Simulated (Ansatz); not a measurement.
`C=C[SiH2]O[SiH2]F` + `C[S][AlH2]` → `C=C[SiH2][S][AlH2]` + `CO[SiH2]F`  (redistribution)

Calculated with Ansatz (gas phase, PBE0-D4/def2-TZVP geometries, no zero-point term in ΔE). CBS: MP2 limit from def2 TZ/QZ plus the TZ coupled-cluster correction, frozen cores. This one scheme is used for every species. DFT in def2-TZVPP. B3LYP here is the variant with VWN-RPA as its local correlation; programs differ in this. One conformer a species, not always the lowest.

`C=C[SiH2]O[SiH2]F`:

Z-matrix (Å, degrees):
```
Si
C 1 1.850
O 1 1.643 2 108.2
H 1 1.486 2 110.9 3 119.6
H 1 1.489 2 110.8 3 -119.9
C 2 1.330 1 123.1 3 -0.6
H 2 1.089 1 118.4 3 179.5
Si 3 1.615 1 147.9 2 -145.9
H 6 1.086 2 121.4 1 -0.0
H 6 1.086 2 122.2 1 -179.9
F 8 1.594 3 109.7 1 -76.8
H 8 1.477 3 108.6 1 165.9
H 8 1.480 3 110.7 1 41.1
```

`C[S][AlH2]`:

```xyz
8

C     0.159    1.359   -0.201
S     1.161    0.026    0.532
Al   -0.117   -1.709    0.290
H    -0.023    2.118    0.559
H    -0.796    0.987   -0.572
H     0.716    1.803   -1.024
H    -1.524   -1.491   -0.407
H     0.425   -3.094    0.823
```

`C=C[SiH2][S][AlH2]`:

```xyz
12

C    -1.745   -0.488   -0.642
C    -0.909    0.404   -1.163
Si    0.943    0.344   -0.998
S     1.561   -1.229    0.312
Al    1.010   -0.285    2.200
H    -2.821   -0.414   -0.769
H    -1.383   -1.340   -0.073
H    -1.329    1.232   -1.734
H     1.570    0.072   -2.318
H     1.437    1.660   -0.513
H     1.191   -1.157    3.504
H     0.476    1.202    2.194
```

`CO[SiH2]F`:

Z-matrix (Å, degrees):
```
C
O 1 1.412
H 1 1.094 2 110.6
H 1 1.091 2 108.3 3 119.2
H 1 1.096 2 111.7 3 -121.3
Si 2 1.623 1 125.2 3 82.5
F 6 1.598 2 111.1 1 -70.1
H 6 1.474 2 106.8 1 172.1
H 6 1.483 2 110.6 1 47.2
```

```json
{"level": "PBE-D4", "ΔE (kcal/mol)": "15.4"}
{"level": "PBE0-D4", "ΔE (kcal/mol)": "16.2"}
{"level": "B3LYP-D4", "ΔE (kcal/mol)": "18.5"}
{"level": "HF/def2-TZVPP", "ΔE (kcal/mol)": "21.9"}
{"level": "CCSD/def2-TZVPP", "ΔE (kcal/mol)": "19.3"}
{"level": "HF/CBS(def2)", "ΔE (kcal/mol)": "22.5"}
{"level": "MP2/CBS(def2)", "ΔE (kcal/mol)": "18.8"}
{"level": "CCSD/CBS(def2)", "ΔE (kcal/mol)": "19.6"}
```

Q: What does CCSD(T)/CBS give? (Best estimate.)

A: The calculation gave: +18.8 kcal/mol. The listed levels differ from it by -3.4, -2.6, -0.3, 3.1, 0.5, 3.7, 0.0, 0.8 kcal/mol.

Largest T1 diagnostic among the species: 0.012.

The D4 term adds −1.3 kcal/mol with B3LYP and −0.7 kcal/mol with PBE0; it sums over pairs of atoms, weighted by their polarisabilities, and B3LYP, whose exchange is more repulsive, gets the larger term. From PBE to PBE0 (25 % exact exchange), in def2-TZVPP and without D4, ΔE moves by +0.7 kcal/mol. In def2-TZVPP, CCSD(T) changes the Hartree–Fock value by −3.4 kcal/mol (the triples alone add −0.8 kcal/mol) and MP2 by −3.4 kcal/mol.
